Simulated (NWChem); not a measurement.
Species: C₃H₃BO₂; SMILES C#CB1OCO1

```xyz
9

C      0.0039     2.7669     0.0012
C      0.0061     1.5517     0.0018
B      0.0089     0.0331     0.0027
O     -1.0318    -0.8767     0.0035
C      0.0121    -1.8375     0.0034
O      1.0527    -0.8732     0.0033
H      0.0019     3.8427    -0.0002
H      0.0132    -2.4590     0.9140
H      0.0130    -2.4587    -0.9074
```
Atoms are numbered in this order, from 1.

Level: PBE0/def2-SVP (NWChem), optimised geometry, unscaled harmonic frequencies. 

| frequency (cm⁻¹) | IR intensity (km/mol) |
|---|---|
| 159 | 8.4 |
| 162 | 5.0 |
| 334 | 0.2 |
| 470 | 2.5 |
| 559 | 0.5 |
| 677 | 52.5 |
| 740 | 33.6 |
| 766 | 28.4 |
| 963 | 13.8 |
| 979 | 6.7 |
| 1111 | 193.8 |
| 1135 | 0.0 |
| 1145 | 10.1 |
| 1174 | 137.1 |
| 1411 | 402.1 |
| 1416 | 82.6 |
| 1528 | 14.3 |
| 2217 | 120.3 |
| 3074 | 56.3 |
| 3151 | 21.8 |
| 3478 | 49.2 |

* **zero-point energy**: 38.1 kcal/mol
* **thermal correction to the enthalpy at 298.15 K (with zero-point energy)**: 42.0 kcal/mol
* **heat capacity Cv**: 18.2 cal/(mol K)
* **entropy at 298.15 K and 1 atm (symmetry number 2)**: 72.6 cal/(mol K)
* **dipole moment**: 0.27 D

Rigid rotor and harmonic oscillator.
